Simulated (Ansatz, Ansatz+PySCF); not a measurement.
```xyz
3

F     0.0370    0.3276   -1.2486
P     0.0239   -0.6745    0.0377
F    -0.0062    0.3716    1.2663
```

Basis set: def2-SVP (spherical functions). Left uncorrelated: 7 orbitals. Correlation on ROHF uses semicanonical orbitals with singles. Charge 0, multiplicity 2.

Computed with Ansatz (development build ahead of 0.2.0); each method stands on the lowest determinant of its kind that the runs found.

Task: Give the atomization energy at this shape (free ground-state atoms in the same class of orbitals less the molecule, no zero-point energy) of doublet PF2 by ROHF-CCSD(T), ROHF-MP2, UHF-MP2, ROHF, UHF.

Result:

```json
{"method": "ROHF-CCSD(T)", "atomization energy": "799.8 kJ/mol"}
{"method": "ROHF-MP2", "atomization energy": "850.1 kJ/mol"}
{"method": "UHF-MP2", "atomization energy": "848.0 kJ/mol"}
{"method": "ROHF", "atomization energy": "521.0 kJ/mol"}
{"method": "UHF", "atomization energy": "516.7 kJ/mol"}
```
